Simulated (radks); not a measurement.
Problem. The mean radii <r> (bohr) of the occupied orbitals of an atom or ion are listed with their occupations. Method: scalar-relativistic Kohn-Sham, PBE, spin-polarised, spherical densities, finite nucleus; Fermi nuclear charge, rms radius of each element as measured or else 0.836 A^(1/3) + 0.57 fm; computed with a radial shooting solver on a logarithmic mesh with Libxc functionals.

orbital  occ.     <r>
1s up       1  0.1765
1s down     1  0.1761
2s up       1  0.9539
2s down     1  0.9738
2p up       3  0.9669
2p down     1   1.011

Name the element and its charge. Open shells, if any, are filled with parallel spins first.

Solution. Z = 9, fluorine, charge +1: F+ in [He] 2s2 2p4. The 1s radius gives Z: for a bare nucleus <r> = (2 gamma + 1)/(2Z) with gamma = sqrt(1 - (Z/c)^2), 0.1664 bohr for Z = 9, and screening makes it slightly larger (0.1765 here). The occupations add up to 8, and the charge is Z minus that.
